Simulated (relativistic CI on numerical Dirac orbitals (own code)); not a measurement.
**Hyperfine structure of Ag XXIX, mass number 107**

Computed by Dirac-Coulomb-Breit CI, KLI orbitals optimised for each configuration, model QED (radiative potential, 1s self-energy scaled to tabulated hydrogen-like ionisation energies), unscaled Slater integrals (own radial code, finite nucleus).

CI space (outside the closed core [Ne]): 3s²3p⁶3d, 3s²3p⁵3d², 3s3p⁶3d², 3s²3p⁶4s, 3s²3p⁶4p, 3s²3p⁶4d, 3s²3p⁵3d4s, 3s²3p⁶4f, 3s²3p⁵3d4p, 3p⁶3d³, 3p⁵3d⁴, 3p⁵3d³4s. Double excitations out of closed p, d and f shells are left out; levels of such configurations are missing from the list, as are those of other unlisted configurations, and high levels can miss mixing partners. These lack a partner that the ground configuration has and come out too high: 3s²3p⁵3d4p.

Nuclear spin I = 1/2, μ = -0.11352 μN (tables of Stone and Pyykkö). The electronic factors are computed for point nuclear moments, without core polarisation or the Bohr-Weisskopf and QED corrections.

```json
{"Level": "3s²3p⁶3d ²D3/2", "E (eV)": "0.000", "A (MHz)": "-4504"}
{"Level": "3s²3p⁶3d ²D5/2", "E (eV)": "8.310", "A (MHz)": "-1891"}
{"Level": "3s²3p⁵3d² ⁴D°1/2", "E (eV)": "133.335", "A (MHz)": "-1520"}
{"Level": "3s²3p⁵3d² ⁴D°3/2", "E (eV)": "134.657", "A (MHz)": "-4367"}
{"Level": "3s²3p⁵3d² ⁴D°7/2", "E (eV)": "144.570", "A (MHz)": "-3347"}
{"Level": "3s²3p⁵3d² ⁴G°9/2", "E (eV)": "145.035", "A (MHz)": "-4631"}
{"Level": "3s²3p⁵3d² ⁴G°11/2", "E (eV)": "147.997", "A (MHz)": "-4063"}
{"Level": "3s²3p⁵3d² ⁴P°5/2", "E (eV)": "148.682", "A (MHz)": "-3712"}
```

Levels with J = 0, under 50 % of one LS term, or S terms without an open s electron are left out. Small factors come from cancelling terms and can be off by tens of per cent or more.

At this charge energies of transitions that change n are usually good to better than 1 %, and those within a shell (Δn = 0) to a few per cent.

(1) Give the hyperfine levels of 3s²3p⁶3d ²D3/2 relative to its centre of gravity.

Answers

(1) With K = F(F + 1) − I(I + 1) − J(J + 1), E = AK/2: F = 1: 5630, F = 2: -3378 MHz.

LS names give the leading component of a level, which can be under half, so a name can repeat, a term be missing and a line seem to break the LS rules.
